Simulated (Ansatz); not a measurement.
Consider the formal exchange of groups at a C–C bond: `CC1N=C1S` + `C[CH](F)[AlH2]` → `CC[CH](F)[AlH2]` + `SC1=NC1`.

Calculated with Ansatz (gas phase, PBE0-D4/def2-TZVP geometries, no zero-point term in ΔE). CCSD(T)/CBS adds triple-zeta CCSD(T) − MP2 to the extrapolated MP2 energy (def2 sets, frozen cores). DFT in def2-TZVPP. One conformer a species, not always the lowest.

Q: Is it downhill or uphill in electronic energy at CCSD(T)/CBS, and by how much? (Estimate.)

A: Computed: Uphill: ΔE = +15.6 kJ/mol.

Q: What do these levels give: PBE-D4, ωB97X-V, PBE, r2SCAN, PBE0, MP2/def2-QZVPP? (Best estimate.)

A: Computed: PBE-D4 18.2, ωB97X-V 15.6, PBE 18.3, r2SCAN 17.7, PBE0 17.4, MP2/def2-QZVPP 17.7 kJ/mol.

Largest T1 diagnostic among the species: 0.013.
